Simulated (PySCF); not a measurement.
C₃H₇AlCl₂ (SMILES C[CH](C)[Al]([Cl])[Cl]), singlet, geometry from GFN2-xTB (such geometries of metal compounds can be far from the true shape). Base run: PySCF with B3LYP/6-31G, polarisability.

Input for PySCF:
```python
from pyscf import gto, scf, dft
from pyscf.prop import polarizability

mol = gto.Mole()
mol.atom = '''
    Al    0.074185    0.382495    0.077455
    Cl    1.812452    1.172591   -0.629824
    Cl   -0.792313    1.261203    1.697299
    C    -0.796180   -1.207801   -0.829407
    C    -1.588180   -2.059165    0.171598
    C     0.233722   -2.050639   -1.592057
    H    -1.519618   -0.837385   -1.573015
    H    -2.148933   -2.839054   -0.344706
    H    -0.920280   -2.536750    0.886894
    H    -2.292987   -1.442062    0.727767
    H     0.804695   -1.429139   -2.280910
    H    -0.259831   -2.835083   -2.166789
    H     0.934022   -2.521820   -0.904033
'''
mol.basis = '6-31g'
mol.charge = 0
mol.spin = 0
mol.verbose = 4
mol.build()

mf = dft.RKS(mol)
mf.xc = 'b3lyp'
mf.kernel()
alpha = mf.Polarizability().polarizability()[2, 2]
print('alpha_zz =', alpha)
```

Each row names what was changed in the base input (with any setting that the change needs).

| change | alpha_zz (bohr³) | basis functions | core-seconds (rough) |
|---|---|---|---|
| base | 66.90 | 80 | 30 |
| finite field (a.u.) = 2e-4; conv_tol = 1e-6 | 76.77 | 80 | 20 |
| basis = 6-31G* | 68.66 | 110 | 50 |
| basis = def2-SVP | 67.97 | 131 | 70 |
| functional = lda,vwn | 70.01 | 80 | 20 |
| functional = pbe0 | 66.42 | 80 | 30 |
| finite field (a.u.) = 2e-4; conv_tol = 1e-11 | 66.90 | 80 | 30 |
| basis = 6-31+G* | 77.28 | 134 | 50 |
| functional = hf | 61.30 | 80 | 5 |
| finite field (a.u.) = 0.001; conv_tol = 1e-11 | 66.90 | 80 | 20 |
| functional = pbe | 69.23 | 80 | 30 |
| finite field (a.u.) = 0.05; conv_tol = 1e-11 | 68.31 | 80 | 40 |

Finite-field rows take the second difference of the energy in a field along z; a small field with loose convergence shows SCF noise divided by the square of the field, and a large one adds hyperpolarisability.
